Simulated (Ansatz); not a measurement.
Born–Oppenheimer molecular dynamics of AlBrClH$_{3}$O$_{2}$ (8 atoms, charge 0, multiplicity 1). It starts at the highest image of a converged band. Of that band: The profile has 2 maxima (images 3, 7) with wells between them (image 5): this band takes more than one step, which may be the mechanism or a detour left from its start path. A vibrational analysis at the climbing image gives one clearly imaginary mode, 167i cm⁻¹: a first-order saddle point. Another band between the same ends, with other settings, climbed to 0.008 eV only, so this may not be the lowest route.

Theory: RKS LDA/def2-SVP in Ansatz 0.2.0.

* ensemble: NVE (velocity Verlet)
* time step: 0.5 fs
* steps asked: 200
* starting velocities drawn for: 100 K
* seed: 3408

First frame:

```xyz
8
Properties=species:S:1:pos:R:3
Al -0.013 0.375 0.051
Cl 0.117 -0.303 2.333
O 1.461 -0.062 -0.653
H 1.642 -0.789 -1.266
O -1.586 0.017 -0.453
H -1.888 -0.692 -1.040
Br 0.101 2.556 0.908
H 0.146 1.126 2.190
```

Task: How far do the bonds stretch over the last three quarters of this one trajectory? (Pairs bonded in most of those frames.)

Result: 
```tsv
bond	mean (Å)	spread (Å)	shortest	longest
Al1–Cl2	2.409	0.013	2.37	2.43
Al1–O3	1.693	0.016	1.67	1.72
Al1–O5	1.694	0.010	1.68	1.71
Al1–Br7	2.325	0.011	2.31	2.36
Cl2–H8	1.428	0.042	1.35	1.49
O3–H4	0.970	0.006	0.96	0.98
O5–H6	0.969	0.004	0.96	0.98
```

Pairs bonded in part of these frames only: Br7–H8 11 %.

Mean temperature of the second half: 70 K. The conserved energy stayed within 0.025 meV per atom of its start (net change 0.011 meV per atom), so the integration is sound. A run of 0.1 ps of so small a system gives no equilibrium averages. The orbitals stay closed-shell, which can raise the energy where a bond breaks towards radicals; this wasn't checked here.

The run took 82 s on 4 threads of INTEL(R) XEON(R) PLATINUM 8581C CPU @ 2.30GHz (Emerald Rapids) (shared host), peak memory 0.19 GiB.
